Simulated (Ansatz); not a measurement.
# Match the barriers

Saddle point of SiH6Se, singlet (H₂Se + SiH₄ → SiH₄Se ([SiH3][SeH]) + H₂; bonds formed: Si1–Se7, H2–H6; bonds broken: Si1–H2, H6–Se7), PBE0-D4/def2-TZVP structure:

```xyz
8
angstrom
Si -0.1198 -0.2964 -0.7471
H -0.3659 -1.1643 0.7002
H 1.1861 -0.8519 -1.1518
H -1.2114 -1.2096 -1.2197
H -0.5090 1.0007 -1.3582
H 0.1417 -0.4425 1.0787
Se 1.0723 1.1549 1.1707
H -0.1938 1.8093 1.5271
```

Computed with Ansatz 0.2.0 (basis: def2-TZVPP, with def2-QZVPP for the basis limit); correlated methods freeze the cores. Filled d shells of the heavier atoms are correlated. The def2 sets are not built for correlating such inner shells, so the correlated values are less sure here. B3LYP uses VWN-RPA correlation. Extrapolation: Hartree–Fock as exp(−7.88 √X), correlation as X^−2.97. Four methods, as single points on the PBE0-D4 structures, gave these electronic barriers from the start structure: 186.2, 200.6, 208.9, 282.0 kJ/mol.

**Question.** The methods were, in alphabetical order, B3LYP-D4, BLYP-D4, HF, MP2. Which gave which? (Judge from chemistry; the calculation decides.)

**Answer.** By the calculation: BLYP-D4 186.2; B3LYP-D4 200.6; MP2 208.9; HF 282.0 kJ/mol. For comparison, CCSD(T) at an estimated basis limit (MP2 extrapolated from triple and quadruple zeta, plus CCSD(T) − MP2 in triple zeta) gives 207.4 kJ/mol.

No T1 diagnostic of these runs exceeds 0.012.

Labels in which every atom is bracketed show which atoms are joined, not bond orders.

For scale, one of the runs: CCSD(T)/def2-TZVPP, 174 basis functions, launched by `ansatz run in.yaml --threads 2 --pin off --events-out ev --progress --plain --max-ram 4352MiB`. Hardware: 2 CPU threads of an Arm Neoverse V1, shared host. Wall time 39 s; peak host memory 1.5 GiB.
